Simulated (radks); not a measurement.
Question: Radial electron density D(r) = 4 pi r^2 rho(r) of an atom or ion with 29 electrons. All-electron calculation, Dirac Kohn-Sham, PBE, spin-unpolarised, spherical densities, finite nucleus; Fermi nuclear charge, rms radius of each element as measured or else 0.836 A^(1/3) + 0.57 fm. Program: a radial shooting solver on a logarithmic mesh with Libxc functionals.

r (bohr)  D(r) (e/bohr)
0.001983          4.136
0.002236          5.060
0.002521          6.172
0.002865          7.600
0.00323           9.200
0.003642          11.09
0.00414           13.46
0.004668          16.04
0.005305          19.22
0.005981          22.60
0.006744          26.36
0.007665          30.76
0.008642          35.17
0.009744          39.76
0.01107           44.69
0.01249           49.13
0.01408           53.17
0.016             56.76
0.01804           59.18
0.02034           60.50
0.02312           60.59
0.02607           59.49
0.02939           57.51
0.0334            54.96
0.03766           52.83
0.04246           51.68
0.04826           52.26
0.05441           54.86
0.06185           59.65
0.06973           65.28
0.07862           70.70
0.08936           74.60
0.1007            75.15
0.1136            72.17
0.1291            65.77
0.1456            58.55
0.1641            52.46
0.1865            49.37
0.2103            50.33
0.2371            53.87
0.2695            57.66
0.3039            58.31
0.3426            54.43
0.3894            45.48
0.4391            34.52
0.495             23.62
0.5626            14.24
0.6344            8.356
0.721             4.721
0.8129            2.861
0.9166            1.737
1.042            0.9369
1.175            0.4495
1.324            0.1759
1.505           0.04942
1.697           0.01129
1.913          0.001894
2.175         0.0001927

What is the nuclear charge?

Answer: Z = 47. The innermost maximum, from 1s, lies near gamma/Z bohr with gamma = sqrt(1 - (Z/c)^2) = 0.939, here 0.02 bohr (found: 0.0219), and its height grows with Z. The density is that of the silver ion Ag18+ in [Ar] 3d10 4s1; the configuration itself is not fixed sharply by these data, and Z only to a few units. D(r) has 3 maxima, at r = 0.0219, 0.0968, 0.292 bohr, and minima at 0.0438, 0.191 bohr, inside which lie 2.06, 11.20 electrons.
